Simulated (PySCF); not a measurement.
NP, SMILES N#P.

Coordinates come from a B3LYP-D3(BJ)/def2-TZVPD optimisation.

Two levels are set side by side: TDDFT-PBE/def2-TZVPD (PySCF) and TDDFT-LC-ωPBE/def2-TZVPD (PySCF). Vertical, same geometry. The lowest singlet is HOMO→LUMO 100 % with PBE and HOMO−2→LUMO+1 49 %, HOMO−1→LUMO 49 % with the other functional; states are paired by order. Differences are taken from unrounded values.

```csv
quantity,TDDFT-LC-ωPBE
lowest singlet excitation (eV),4.63
lowest triplet excitation (TDA) (eV),3.43
first bright state (f over 0.05) (eV),8.01
its oscillator strength,0.13
```

Task: What does TDDFT-PBE give, and how far is it from TDDFT-LC-ωPBE? (Estimate from the structure and the level; the computed values follow.)

Result: 
| quantity | TDDFT-PBE | TDDFT-PBE minus TDDFT-LC-ωPBE |
|---|---|---|
| lowest singlet excitation (eV) | 4.89 | 0.26 |
| lowest triplet excitation (TDA) (eV) | 3.76 | 0.33 |
| first bright state (f over 0.05) (eV) | 8.54 | 0.53 |
| its oscillator strength | 0.06 | -0.07 |

Rough cost on one machine, each run with all the roots and properties that it gave: TDDFT-LC-ωPBE against TDDFT-PBE about 2 times.
